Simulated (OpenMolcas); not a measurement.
# Computed levels of Ag II

- Program: OpenMolcas 26.06
- Method: XMS-CASPT2, IPEA 0.25 Eh, imaginary shift 0.1 Eh (closed shells correlated: 4s 4p)
- Basis: ANO-RCC-VTZP [7s6p4d2f1g]
- Scalar Hamiltonian: DKH2, point nucleus
- Active space: 10 electrons in 6 orbitals (4d 5s)
- State averaging: 2S+1 = 1 even, 6 roots; 2S+1 = 3 even, 5 roots kept (CI in the orbitals of an earlier block)
- Spin-orbit coupling: RASSI with atomic mean-field integrals over the reference wave functions, term energies averaged over their components

Spin-free terms above the lowest, with the occupations of the reference:

| Configuration | Term | E (cm⁻¹) | Occupations |
| --- | --- | --- | --- |
| 4d¹⁰ | ¹S | 0.0 | 4d 10.00 |
| 4d⁹ 5s | ³D | 41980 | 4d 9.00 5s 1.00 |
| 4d⁹ 5s | ¹D | 45260 | 4d 9.00 5s 1.00 |

With spin-orbit coupling, above the lowest level:

```
Configuration  Term  J  E (cm⁻¹)  Measured (cm⁻¹)      g  Term weight %  Second
         4d¹⁰    ¹S  0       0.0              0.0                   100        
       4d⁹ 5s    ³D  3     40260            39168  1.334            100        
       4d⁹ 5s    ³D  2     41620            40745  1.125             75   25 ¹D
       4d⁹ 5s    ³D  1     44560            43743  0.499            100        
       4d⁹ 5s    ¹D  2     46480            46049  1.042             75   25 ³D
```

Against the 4 measured excited levels shown (NIST Handbook of Basic Atomic Spectroscopic Data) the mean absolute deviation is 810 cm-1; the largest miss in energy is 4d⁹ 5s ³D₃: computed 40260, measured 39168 cm⁻¹ (+2.8 %).

CASPT2 breaks the degeneracy within a term, and the mean is taken; among the terms shown or strongly mixed into the levels shown the widest spread is 170 cm-1 (4d⁹ 5s ¹D). Terms from blocks run as CI alone lack orbitals of their own. A single d shell beside an s shell can misplace configurations of different d count against each other. Measured partners are found by configuration, term and J. A level has none where our copy of the source lacks it or the pairing is in doubt (some pairs that miss far off the trend of their configuration count as doubtful), and it then counts in no deviation. Levels of configurations outside the active space are missing. The first state left out of the spin-orbit step lies near 81000 cm-1 above the lowest spin-free state of the reference (among the parities and spins computed), and the list stops at four fifths of that energy or lower.

The term weight is that of the spin-free term in the level, not the purity of its configuration.
